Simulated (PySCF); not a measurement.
Compound: C₄H₅F₃N (doublet state).
Structure used (GFN2-xTB), in Å, numbered top down from 1:
```xyz
13
C4H5F3N angstrom
C     -1.8990    0.8057   -0.7301
C     -0.6595    0.8671   -0.1832
F     -0.2141    2.0968    0.1967
C      0.2447   -0.1761    0.0601
N     -0.0131   -1.4804   -0.2842
C      1.5912    0.0818    0.6508
F      2.5906   -0.2718   -0.2079
F      1.7887   -0.7102    1.7490
H     -2.4751    1.7026   -0.8451
H     -2.3232   -0.1184   -1.0674
H     -0.9714   -1.7448   -0.4357
H      0.5853   -2.1773    0.1309
H      1.7505    1.1256    0.9483
```

The hyperfine couplings belong to this conformer and change with its torsions.

Identity: `C=C(F)[C](N)C(F)F` [radical].

Theory: PySCF, UKS B3LYP, pcH-1 on C F H N, non-relativistic, mean-field spin-orbit, GIAO. One conformer (not necessarily the lowest) at the GFN2-xTB geometry, without solvent, vibrations or thermal averaging. A GFN2-xTB geometry isn't a minimum of the functional, and hyperfine couplings can be far from their values at a DFT geometry. The frame is twisted about the C4–N5 bond at this geometry (dihedral C6–C4–N5–H12 = 18°); couplings at other torsion angles weren't computed. No stability test was run, so a lower SCF solution isn't excluded.

Question: Match the computed a_iso(13C) values -46.6, +43.3, +39.7, -19.7 MHz with the sites C1; C2; C4; C6.

Answer: 
```
site  a_iso (MHz)  ρ(0) (bohr⁻³)                 position  distance from C1 (Å)  spin population  largest |T| (MHz)
  C1        +39.7        +0.0353  largest spin population                  0.00            +0.52               76.7
  C2        -46.6        -0.0415           1 bond from C1                  1.36            -0.18               23.6
  C4        +43.3        +0.0385         a main spin site                  2.49            +0.51               93.4
  C6        -19.7        -0.0175           1 bond from C4                  3.82             0.00                2.5
```

Question: The isotropic 19F couplings, averaged over equivalent nuclei, are +90.5, -22.6 MHz. Assign them to F3; F7/F8.

Answer: 
| site | a_iso (MHz) | ρ(0) (bohr⁻³) | position | distance from C1 (Å) | bound to | spin population there | largest \|T\| (MHz) |
| --- | --- | --- | --- | --- | --- | --- | --- |
| F3 | -22.6 | -0.0054 | 2 bonds from C1 | 2.32 | C2 | -0.18 | 47.0 |
| F7/F8 | +90.5 | +0.0215 | 2 bonds from C4 | 4.67 | C6 | 0.00 | 80.4 |

ρ(0) is the spin density at the nucleus and T the dipolar tensor; entries for several nuclei are means. Largest spin populations (Mulliken): C1 (+0.52), C4 (+0.51), C2 (-0.18) and N5 (+0.18). Three atoms exceed +0.15. The angles at C1 add up to 360.0°, so it is planar. Main spin sites, with 60 % or more of the largest population: C1, C4; positions count bonds from the nearest.

Nuclei that the bonding pattern makes equivalent are averaged, as if the motion that swaps them (rotation, inversion, ring flip) were fast. H11 and H12 aren't averaged: N5 is flat or nearly so (angle sum 351°), and its turn about the short N5–C4 bond (1.37 Å) is taken as slow. The 19F value of +90.5 MHz is a mean of couplings from 75.3 to 105.7 MHz in this one geometry, not an average over conformers.

The SMILES `C=C(F)[C](N)C(F)F` draws the unpaired electron on C4, whose computed spin population is only +0.51.
